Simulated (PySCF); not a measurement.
## Electron correlation in Nb⁺ (niobium, charge +1)

[Kr] 4d3 5p1, one real determinant (an excited configuration). All numbers are calculated (PySCF 2.14, scalar relativity through the core potential, in aug-cc-pVTZ-PP with ECP28MDF). Frozen: 4s2 4p6; 4 electrons correlated.

```json
{"level": "CCSD", "correlation energy (mhartree)": "-32.30"}
{"level": "(T)", "correlation energy (mhartree)": "-1.11"}
{"level": "CCSD(T)", "correlation energy (mhartree)": "-33.41"}
```

Diagnostics: T1 = 0.012, D1 = 0.0307, largest double amplitude 0.089.

The real determinant used has ⟨L²⟩ near 14 against 20 for a pure G term, so it mixes terms.

Cost of the coupled-cluster step: of the order of 18 core-seconds, for 4 correlated electrons.

Iterations:

```
CC2 = 0
CCSD nocc = (np.int64(4), np.int64(0)), nmo = (84, 84)
frozen orbitals [[0, 1, 2, 3], [0, 1, 2, 3]]
max_cycle = 100
direct = 0
conv_tol = 1e-08
conv_tol_normt = 1e-06
diis_space = 8
diis_start_cycle = 0
Init t2, MP2 energy = -0.0246467493117011
Init E_corr(UCCSD) = -0.0246467493125422
cycle = 1  E_corr(UCCSD) = -0.0291316601368853  dE = -0.00448491082  norm(t1,t2) = 0.031368
cycle = 2  E_corr(UCCSD) = -0.0302530208402874  dE = -0.0011213607  norm(t1,t2) = 0.0182039
cycle = 3  E_corr(UCCSD) = -0.0313079641790517  dE = -0.00105494334  norm(t1,t2) = 0.0138348
cycle = 4  E_corr(UCCSD) = -0.0315265983424291  dE = -0.000218634163  norm(t1,t2) = 0.00911047
cycle = 5  E_corr(UCCSD) = -0.0319255613455867  dE = -0.000398963003  norm(t1,t2) = 0.00588869
cycle = 6  E_corr(UCCSD) = -0.0319747821549313  dE = -4.92208093e-05  norm(t1,t2) = 0.00413089
cycle = 7  E_corr(UCCSD) = -0.0322295555536897  dE = -0.000254773399  norm(t1,t2) = 0.00324676
cycle = 8  E_corr(UCCSD) = -0.0321954379089228  dE = 3.41176448e-05  norm(t1,t2) = 0.00186248
cycle = 9  E_corr(UCCSD) = -0.0323161185039963  dE = -0.000120680595  norm(t1,t2) = 0.000992875
cycle = 10  E_corr(UCCSD) = -0.0322906573315827  dE = 2.54611724e-05  norm(t1,t2) = 0.000462272
cycle = 11  E_corr(UCCSD) = -0.0322986094816836  dE = -7.9521501e-06  norm(t1,t2) = 0.000280703
cycle = 12  E_corr(UCCSD) = -0.0322996238618592  dE = -1.01438018e-06  norm(t1,t2) = 0.000204272
cycle = 13  E_corr(UCCSD) = -0.0323005594869566  dE = -9.35625097e-07  norm(t1,t2) = 0.000117881
cycle = 14  E_corr(UCCSD) = -0.0323006611679979  dE = -1.01681041e-07  norm(t1,t2) = 6.00125e-05
cycle = 15  E_corr(UCCSD) = -0.0323007227218059  dE = -6.1553808e-08  norm(t1,t2) = 1.85929e-05
cycle = 16  E_corr(UCCSD) = -0.0323006114845169  dE = 1.11237289e-07  norm(t1,t2) = 8.34972e-06
cycle = 17  E_corr(UCCSD) = -0.0323006302586707  dE = -1.87741538e-08  norm(t1,t2) = 2.35413e-06
cycle = 18  E_corr(UCCSD) = -0.0323005965372153  dE = 3.37214553e-08  norm(t1,t2) = 8.92829e-07
cycle = 19  E_corr(UCCSD) = -0.0323005901354596  dE = 6.40175575e-09  norm(t1,t2) = 2.77456e-07
UCCSD converged
E(UCCSD) = -55.8177378560983  E_corr = -0.03230059013545959
UCCSD(T) correction = -0.00110643760700252
```

The reference is one real determinant that mixes LS terms of this configuration.
